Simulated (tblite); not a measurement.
Species: C₄H₇BCl₂S₂.
Bonds: C1–C2 (double), C2–S3, S3–C4, C4–S5, S5–C6, C2–B7, B7–Cl8, B7–Cl9. Hydrogens: H10, H11 on C1; H12, H13 on C4; H14, H15, H16 on C6.

Computed with GFN2-xTB (tblite), gas phase: L-BFGS steps from a force-field or distance-geometry start until the largest atomic force falls under 0.01 eV/Å.

Step 21: E = -788.4146 eV
```
atom  x, y, z in Å  |  force x, y, z in eV/Å
C1     -1.9600   -0.7249    1.3273    0.024   0.016   0.002
C2     -1.7199    0.1588    0.3498    0.022  -0.014  -0.003
S3     -0.2236    0.1925   -0.6015   -0.020   0.000   0.036
C4      0.8279   -1.0656    0.2312   -0.006   0.005   0.040
S5      2.4389   -1.2247   -0.5631   -0.020  -0.019  -0.009
C6      3.1128    0.4170   -0.1952   -0.005   0.029   0.000
B7     -2.7449    1.2723   -0.0459   -0.001  -0.022  -0.007
Cl8    -4.3631    1.1784    0.5174   -0.016   0.025   0.004
Cl9    -2.2751    2.5991   -1.0228    0.004  -0.005  -0.023
H10    -2.8962   -0.6811    1.8579    0.026  -0.017   0.001
H11    -1.2686   -1.4882    1.6379   -0.024   0.012  -0.018
H12     0.3484   -2.0399    0.1583    0.015   0.023  -0.014
H13     0.9625   -0.7596    1.2688   -0.001  -0.034  -0.015
H14     3.1097    0.5772    0.8797   -0.004   0.007  -0.017
H15     2.5134    1.1657   -0.7057    0.011   0.008   0.033
H16     4.1302    0.4319   -0.5706   -0.004  -0.013  -0.010
```

Step 22: E = -788.4149 eV
```
atom  x, y, z in Å  |  force x, y, z in eV/Å
C1     -1.9601   -0.7257    1.3273    0.020   0.019   0.012
C2     -1.7199    0.1591    0.3513    0.015  -0.010  -0.008
S3     -0.2250    0.1933   -0.5993    0.014   0.010   0.015
C4      0.8282   -1.0648    0.2320   -0.017   0.006   0.021
S5      2.4385   -1.2243   -0.5634   -0.018  -0.006  -0.007
C6      3.1131    0.4178   -0.1953   -0.005   0.010  -0.002
B7     -2.7445    1.2719   -0.0453   -0.008  -0.005  -0.016
Cl8    -4.3631    1.1787    0.5171   -0.012   0.028   0.002
Cl9    -2.2732    2.5966   -1.0257   -0.004  -0.013  -0.014
H10    -2.8949   -0.6804    1.8593    0.006  -0.021   0.009
H11    -1.2695   -1.4894    1.6365   -0.010  -0.003  -0.010
H12     0.3469   -2.0375    0.1561    0.017   0.005  -0.007
H13     0.9622   -0.7609    1.2698    0.003  -0.029  -0.004
H14     3.1100    0.5763    0.8799   -0.001   0.012  -0.021
H15     2.5131    1.1661   -0.7053    0.011   0.010   0.034
H16     4.1305    0.4323   -0.5714   -0.011  -0.011  -0.005
```

Step 23: E = -788.4151 eV
```
atom  x, y, z in Å  |  force x, y, z in eV/Å
C1     -1.9599   -0.7258    1.3277    0.011   0.016   0.017
C2     -1.7196    0.1592    0.3523    0.001  -0.001  -0.009
S3     -0.2256    0.1940   -0.5975    0.036   0.018  -0.001
C4      0.8280   -1.0642    0.2327   -0.017   0.004   0.000
S5      2.4378   -1.2242   -0.5637   -0.014   0.009  -0.004
C6      3.1133    0.4183   -0.1954   -0.004  -0.010  -0.004
B7     -2.7443    1.2713   -0.0453   -0.011   0.005  -0.019
Cl8    -4.3633    1.1795    0.5168   -0.005   0.028   0.000
Cl9    -2.2720    2.5947   -1.0281   -0.009  -0.019  -0.009
H10    -2.8938   -0.6804    1.8604   -0.006  -0.020   0.013
H11    -1.2703   -1.4904    1.6353    0.005  -0.015  -0.003
H12     0.3462   -2.0359    0.1545    0.012  -0.012  -0.003
H13     0.9621   -0.7623    1.2704    0.006  -0.023   0.014
H14     3.1102    0.5760    0.8797    0.002   0.012  -0.014
H15     2.5131    1.1667   -0.7043    0.006   0.016   0.027
H16     4.1305    0.4324   -0.5721   -0.013  -0.009  -0.004
```

Step 24: E = -788.4154 eV
```
atom  x, y, z in Å  |  force x, y, z in eV/Å
C1     -1.9593   -0.7257    1.3284    0.001   0.009   0.018
C2     -1.7192    0.1592    0.3532   -0.016   0.010  -0.008
S3     -0.2255    0.1953   -0.5954    0.048   0.026  -0.014
C4      0.8276   -1.0634    0.2336   -0.011  -0.001  -0.022
S5      2.4367   -1.2239   -0.5641   -0.007   0.023  -0.002
C6      3.1133    0.4188   -0.1956   -0.004  -0.028  -0.005
B7     -2.7444    1.2707   -0.0456   -0.012   0.011  -0.017
Cl8    -4.3637    1.1810    0.5166    0.004   0.027  -0.002
Cl9    -2.2708    2.5921   -1.0310   -0.013  -0.022  -0.006
H10    -2.8926   -0.6808    1.8619   -0.014  -0.016   0.013
H11    -1.2712   -1.4917    1.6339    0.019  -0.023   0.004
H12     0.3456   -2.0342    0.1526    0.004  -0.028   0.002
H13     0.9620   -0.7644    1.2715    0.008  -0.014   0.031
H14     3.1104    0.5759    0.8792    0.006   0.011  -0.002
H15     2.5132    1.1678   -0.7027   -0.001   0.023   0.013
H16     4.1302    0.4322   -0.5730   -0.012  -0.008  -0.004
```

Problem. Estimate the geometry and energy of step 25. (The exact step hangs on the optimiser's Hessian estimate; all steps are aligned on step 24, rigid shifts and turns removed.)

Solution. E = -788.4157 eV, largest force 0.062 eV/Å
```
atom  x, y, z in Å  |  force x, y, z in eV/Å
C1     -1.9584   -0.7253    1.3297   -0.010  -0.002   0.013
C2     -1.7191    0.1594    0.3542   -0.028   0.019  -0.003
S3     -0.2247    0.1975   -0.5925    0.048   0.034  -0.018
C4      0.8268   -1.0622    0.2350   -0.001  -0.011  -0.039
S5      2.4349   -1.2229   -0.5649    0.000   0.032  -0.002
C6      3.1133    0.4192   -0.1960   -0.004  -0.037  -0.003
B7     -2.7448    1.2701   -0.0466   -0.008   0.012  -0.010
Cl8    -4.3643    1.1839    0.5164    0.012   0.024  -0.004
Cl9    -2.2692    2.5880   -1.0355   -0.016  -0.020  -0.008
H10    -2.8911   -0.6818    1.8644   -0.017  -0.011   0.009
H11    -1.2719   -1.4938    1.6317    0.030  -0.022   0.012
H12     0.3448   -2.0323    0.1498   -0.005  -0.043   0.007
H13     0.9621   -0.7682    1.2737    0.006  -0.004   0.039
H14     3.1109    0.5758    0.8784    0.012   0.007   0.016
H15     2.5134    1.1699   -0.7000   -0.009   0.028  -0.005
H16     4.1297    0.4318   -0.5744   -0.009  -0.006  -0.004
```

The energy changes by -0.0004 eV. The first-order estimate −F·Δx gives -0.0005 eV and the mean of the old and new forces, exact on a quadratic surface, -0.0004 eV. The step makes an angle of 69° with the force vector and moves no atom by more than 0.006 Å.

The cost below is that of the whole relaxation. Time: 1.5 s of wall time. Hardware: an Arm Neoverse N1 with one thread, shared host with 64 logical CPUs at a one-minute load of 61.
